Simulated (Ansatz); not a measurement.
Calculation: B3LYP-D3(BJ)/def2-TZVP (Ansatz, an electronic-structure program). No frequencies were computed at this level.

Ansatz 0.2 input:
```yaml
crystal:
  periodic: [false, false, false]
  atoms:
    - { symbol: C, position_ang: [-1.120327, -0.059962, -0.017] }
    - { symbol: C, position_ang: [0.324109, 0.076176, -0.004784] }
    - { symbol: C, position_ang: [1.554152, -0.25011, 0.078548] }
    - { symbol: O, position_ang: [1.206569, 1.196404, -0.168349] }
    - { symbol: H, position_ang: [-1.396415, -1.098634, 0.147664] }
    - { symbol: H, position_ang: [-1.551881, 0.568122, 0.762509] }
    - { symbol: H, position_ang: [-1.510154, 0.281405, -0.976096] }
    - { symbol: H, position_ang: [2.493947, -0.7134, 0.177508] }
basis:
  gaussian: { orbitals: def2-tzvp }
hamiltonian:
  xc: b3lyp
  dispersion: d3bj
relax:
  max_steps: 150
```

Output:

```
Functional definition: B3LYP
867 factors; their error is unknown
mean field evaluation 1: about -5214.6426 eV, gradient 5.6e1 eV
mean field evaluation 2: about -5211.0299 eV, gradient 7.0e1 eV
mean field evaluation 4: about -5221.3722 eV, gradient 3.6e0 eV
mean field evaluation 8: about -5221.3904 eV, gradient 5.4e-1 eV
mean field evaluation 16: about -5221.3908 eV, gradient 2.7e-5 eV
mean field -5221.39081634 eV, -191.8825733147 hartree, gradient 2.7e-5 eV, S^2 0.000000; 0 other end points of the search recorded, 0 dependent functions left out
reference -5221.39104699 eV, -191.8825817907 hartree; 15, 15 occupied and 133, 133 virtual orbitals, 867 factors
relax step   1: F+E_penalty+E_count = -5221.58938745 eV  Δ(F+E_penalty+E_count) = +0.000e0 eV  max|allowed force component| = 1.210e0 eV/Å  Δτ_max = 0.0000 Å  (28 SCF iters, accepted)
these checks for a lower state are left out or cut short: starts, cluster_reference, orbital_swaps, neighbouring_geometries, increment
867 factors; their error is unknown
mean field -5221.41898815 eV, -191.8836086095 hartree, gradient 2.2e-5 eV, S^2 0.000000; 0 other end points of the search recorded, 0 dependent functions left out
reference -5221.41921877 eV, -191.8836170849 hartree; 15, 15 occupied and 133, 133 virtual orbitals, 867 factors
relax step   2: F+E_penalty+E_count = -5221.61738961 eV  Δ(F+E_penalty+E_count) = -2.800e-2 eV  max|allowed force component| = 6.792e-1 eV/Å  Δτ_max = 0.0179 Å  (35 SCF iters, accepted)
these checks for a lower state are left out or cut short: starts, cluster_reference, orbital_swaps, neighbouring_geometries, increment
867 factors; their error is unknown
mean field -5221.42973807 eV, -191.8840036619 hartree, gradient 2.2e-5 eV, S^2 0.000000; 0 other end points of the search recorded, 0 dependent functions left out
reference -5221.42996840 eV, -191.8840121264 hartree; 15, 15 occupied and 133, 133 virtual orbitals, 867 factors
relax step   3: F+E_penalty+E_count = -5221.62804167 eV  Δ(F+E_penalty+E_count) = -1.065e-2 eV  max|allowed force component| = 1.182e-1 eV/Å  Δτ_max = 0.0245 Å  (33 SCF iters, accepted)
these checks for a lower state are left out or cut short: starts, cluster_reference, orbital_swaps, neighbouring_geometries, increment
867 factors; their error is unknown
mean field evaluation 32: about -5221.4389 eV, gradient 2.2e-3 eV
mean field -5221.43059523 eV, -191.8840351618 hartree, gradient 2.2e-5 eV, S^2 0.000000; 0 other end points of the search recorded, 0 dependent functions left out
reference -5221.43082532 eV, -191.8840436176 hartree; 15, 15 occupied and 133, 133 virtual orbitals, 867 factors
relax step   4: F+E_penalty+E_count = -5221.62901503 eV  Δ(F+E_penalty+E_count) = -9.734e-4 eV  max|allowed force component| = 1.063e-1 eV/Å  Δτ_max = 0.0088 Å  (35 SCF iters, accepted)
these checks for a lower state are left out or cut short: starts, cluster_reference, orbital_swaps, neighbouring_geometries, increment
867 factors; their error is unknown
mean field -5221.43135226 eV, -191.8840629821 hartree, gradient 2.3e-5 eV, S^2 0.000000; 0 other end points of the search recorded, 0 dependent functions left out
reference -5221.43158191 eV, -191.8840714216 hartree; 15, 15 occupied and 133, 133 virtual orbitals, 867 factors
relax step   5: F+E_penalty+E_count = -5221.62993988 eV  Δ(F+E_penalty+E_count) = -9.248e-4 eV  max|allowed force component| = 9.552e-2 eV/Å  Δτ_max = 0.0140 Å  (34 SCF iters, accepted)
these checks for a lower state are left out or cut short: starts, cluster_reference, orbital_swaps, neighbouring_geometries, increment
867 factors; their error is unknown
mean field -5221.43171315 eV, -191.8840762448 hartree, gradient 2.3e-5 eV, S^2 0.000000; 0 other end points of the search recorded, 0 dependent functions left out
reference -5221.43194257 eV, -191.8840846756 hartree; 15, 15 occupied and 133, 133 virtual orbitals, 867 factors
relax step   6: F+E_penalty+E_count = -5221.63038834 eV  Δ(F+E_penalty+E_count) = -4.485e-4 eV  max|allowed force component| = 1.010e-1 eV/Å  Δτ_max = 0.0061 Å  (35 SCF iters, accepted)
these checks for a lower state are left out or cut short: starts, cluster_reference, orbital_swaps, neighbouring_geometries, increment
867 factors; their error is unknown
mean field -5221.43270997 eV, -191.8841128771 hartree, gradient 2.5e-5 eV, S^2 0.000000; 0 other end points of the search recorded, 0 dependent functions left out
reference -5221.43293854 eV, -191.8841212772 hartree; 15, 15 occupied and 133, 133 virtual orbitals, 867 factors
relax step   7: F+E_penalty+E_count = -5221.63167599 eV  Δ(F+E_penalty+E_count) = -1.288e-3 eV  max|allowed force component| = 1.694e-1 eV/Å  Δτ_max = 0.0180 Å  (34 SCF iters, accepted)
these checks for a lower state are left out or cut short: starts, cluster_reference, orbital_swaps, neighbouring_geometries, increment
867 factors; their error is unknown
mean field evaluation 64: about -5221.4350 eV, gradient 1.7e-5 eV
mean field -5221.43495526 eV, -191.8841953900 hartree, gradient 1.7e-5 eV, S^2 0.000000; 0 other end points of the search recorded, 0 dependent functions left out
reference -5221.43518276 eV, -191.8842037505 hartree; 15, 15 occupied and 133, 133 virtual orbitals, 867 factors
relax step   8: F+E_penalty+E_count = -5221.63427358 eV  Δ(F+E_penalty+E_count) = -2.598e-3 eV  max|allowed force component| = 4.638e-2 eV/Å  Δτ_max = 0.0328 Å  (35 SCF iters, accepted)
these checks for a lower state are left out or cut short: starts, cluster_reference, orbital_swaps, neighbouring_geometries, increment
867 factors; their error is unknown
mean field -5221.43472152 eV, -191.8841868002 hartree, gradient 2.6e-5 eV, S^2 0.000000; 0 other end points of the search recorded, 0 dependent functions left out
reference -5221.43494899 eV, -191.8841951598 hartree; 15, 15 occupied and 133, 133 virtual orbitals, 867 factors
relax step   9: F+E_penalty+E_count = -5221.63417965 eV  Δ(F+E_penalty+E_count) = +9.393e-5 eV  max|allowed force component| = 9.228e-2 eV/Å  Δτ_max = 0.0030 Å  (35 SCF iters, rejected (line search))
these checks for a lower state are left out or cut short: starts, cluster_reference, orbital_swaps, neighbouring_geometries, increment
867 factors; their error is unknown
mean field -5221.43498610 eV, -191.8841965236 hartree, gradient 2.6e-5 eV, S^2 0.000000; 0 other end points of the search recorded, 0 dependent functions left out
reference -5221.43521359 eV, -191.8842048835 hartree; 15, 15 occupied and 133, 133 virtual orbitals, 867 factors
relax step  10: F+E_penalty+E_count = -5221.63432172 eV  Δ(F+E_penalty+E_count) = -4.814e-5 eV  max|allowed force component| = 2.744e-2 eV/Å  Δτ_max = 0.0015 Å  (35 SCF iters, accepted)
these checks for a lower state are left out or cut short: starts, cluster_reference, orbital_swaps, neighbouring_geometries, increment
867 factors; their error is unknown
mean field -5221.43495870 eV, -191.8841955164 hartree, gradient 2.6e-5 eV, S^2 0.000000; 0 other end points of the search recorded, 0 dependent functions left out
reference -5221.43518605 eV, -191.8842038716 hartree; 15, 15 occupied and 133, 133 virtual orbitals, 867 factors
relax step  11: F+E_penalty+E_count = -5221.63435241 eV  Δ(F+E_penalty+E_count) = -3.069e-5 eV  max|allowed force component| = 1.465e-2 eV/Å  Δτ_max = 0.0034 Å  (35 SCF iters, accepted)
these checks for a lower state are left out or cut short: starts, cluster_reference, orbital_swaps, neighbouring_geometries, increment
867 factors; their error is unknown
mean field -5221.43495520 eV, -191.8841953879 hartree, gradient 2.6e-5 eV, S^2 0.000000; 0 other end points of the search recorded, 0 dependent functions left out
reference -5221.43518255 eV, -191.8842037428 hartree; 15, 15 occupied and 133, 133 virtual orbitals, 867 factors
relax step  12: F+E_penalty+E_count = -5221.63435611 eV  Δ(F+E_penalty+E_count) = -3.695e-6 eV  max|allowed force component| = 6.376e-3 eV/Å  Δτ_max = 0.0007 Å  (35 SCF iters, accepted)
867 factors; their error is unknown
mean field evaluation 96: about -5221.4346 eV, gradient 5.3e-1 eV
mean field -5221.43495520 eV, -191.8841953879 hartree, gradient 2.6e-5 eV, S^2 0.000000; 1 other end points of the search recorded, 0 dependent functions left out
reference -5221.43518255 eV, -191.8842037428 hartree; 15, 15 occupied and 133, 133 virtual orbitals, 867 factors
Total energy: -5221.63458345 eV, -191.8915315909 hartree
Atom 0 at    -1.104116    -0.056825    -0.017128 Å, force     0.001312    -0.000588     0.000131 eV/Å
Atom 1 at     0.348818     0.103927    -0.008752 Å, force    -0.006024     0.001183    -0.000344 eV/Å
Atom 2 at     1.549136    -0.297536     0.086281 Å, force     0.006376    -0.001728     0.000432 eV/Å
Atom 3 at     1.131003     1.251297    -0.179200 Å, force    -0.000361    -0.000730     0.000113 eV/Å
Atom 4 at    -1.383246    -1.096152     0.147583 Å, force    -0.000772     0.000848    -0.000160 eV/Å
Atom 5 at    -1.544692     0.568301     0.763246 Å, force     0.000297    -0.000034    -0.000238 eV/Å
Atom 6 at    -1.502910     0.281363    -0.976537 Å, force     0.000282     0.000046     0.000251 eV/Å
Atom 7 at     2.506006    -0.754374     0.184507 Å, force    -0.001109     0.001002    -0.000186 eV/Å
Dipole moment:    -0.285098    -0.477851     0.071936 e Å
```

Cost: very roughly 40 core-seconds.
